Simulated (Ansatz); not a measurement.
Molecule: CuF (charge 0, singlet). 
Coordinates optimised at B3LYP-D3(BJ)/def2-TZVP (Ansatz, an electronic-structure program):
SMILES: [F][Cu]
```xyz
2

Cu     0.0000     0.0000    -0.4195
F      0.0000     0.0000     1.3519
```

Basis-set convergence of Hartree-Fock and MP2 correlation energies (hartree) with Ansatz. Cores are frozen in the correlated levels unless marked. No spin-orbit coupling. The frozen core is the preceding noble-gas configuration, with the filled d and f shells of earlier blocks. Non-relativistic.

The T1 diagnostic of CCSD in the largest basis is 0.036, which is high, so the coupled-cluster rows are less sure than usual.

```
basis        functions        E(HF)  E(corr, MP2)
-----------  ---------  -----------  ------------
def2-SVPD           57  -1738.07352      -0.51373
def2-TZVPPD        107  -1738.41997      -0.76202
def2-QZVPPD        166  -1738.46499      -0.81384
```

Extrapolating the two largest sets (X = 3 and 4) as X^-3: E(corr) = (64·(-0.81384) - 27·(-0.76202))/37 = -0.8517 Eh, an estimate of the basis-set limit. The largest set recovers 95.6 % of it, the smallest 60.3 %.
